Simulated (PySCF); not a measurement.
Molecule: `C[C@@H](CB(F)F)B(Cl)Cl`, C3H6B2Cl2F2.

Geometry (Å), atoms numbered from 1 in this order:
```xyz
15

C    -1.809   -0.458    0.151
C    -0.329   -0.167    0.434
C     0.511   -0.514   -0.834
B     2.057   -0.309   -0.577
F     2.776   -1.141    0.147
F     2.736    0.724   -1.031
B    -0.069    1.362    0.846
Cl   -0.681    2.631   -0.125
Cl    0.861    1.753    2.232
H    -1.942   -1.500   -0.127
H    -2.409   -0.256    1.035
H    -2.171    0.168   -0.660
H     0.002   -0.837    1.234
H     0.301   -1.555   -1.087
H     0.163    0.107   -1.659
```

Frames of a GFN2-xTB Langevin trajectory at 300 K; GIAO PBE0/pcSseg-1 shieldings in PySCF 2.14, gas phase, non-relativistic; equivalent atoms averaged within each frame.

δ = σ(ref) − σ, references computed at the same level: 13C (186.93 ppm) and 1H (31.72 ppm) vs TMS; 11B (100.07 ppm) against BF3·OEt2; 19F (170.95 ppm) vs CFCl3; 35Cl (949.78 ppm) vs HCl. The references are static minima.

Problem. How do the shifts (ppm) fluctuate along the trajectory?

Solution. 
| time (fs) | C2 | C3 | C1 | B7 | B4 | F5/F6 | Cl8/Cl9 | H13 | H14 | H10/H11/H12 |
| --- | --- | --- | --- | --- | --- | --- | --- | --- | --- | --- |
| 250 | 30.6 | 23.2 | 20.3 | 66.7 | 28.5 | -61.7 | 290 | 2.46 | 1.97 | 1.27 |
| 425 | 32.2 | 25.8 | 21.8 | 66.7 | 27.8 | -65.6 | 281 | 2.69 | 1.06 | 1.28 |
| 625 | 37.0 | 22.7 | 25.5 | 64.5 | 26.8 | -67.9 | 278 | 1.34 | 1.56 | 1.98 |
| 800 | 34.0 | 17.4 | 16.3 | 65.0 | 30.2 | -63.3 | 287 | 1.38 | 0.52 | 1.37 |
| 1000 | 36.6 | 27.1 | 24.9 | 66.8 | 23.4 | -81.7 | 286 | 1.92 | 1.53 | 1.32 |
| mean of frames | 34.1 | 23.2 | 21.8 | 65.9 | 27.3 | -68.0 | 285 | 1.96 | 1.33 | 1.44 |
| standard deviation | 2.7 | 3.7 | 3.7 | 1.1 | 2.5 | 8.0 | 5 | 0.62 | 0.55 | 0.30 |

5 frames give an uncertainty of the mean of about the standard deviation over 2.2 at best, since frames this close in time may not be independent; classical motion lacks zero-point vibration, and the reference would need the same averaging.
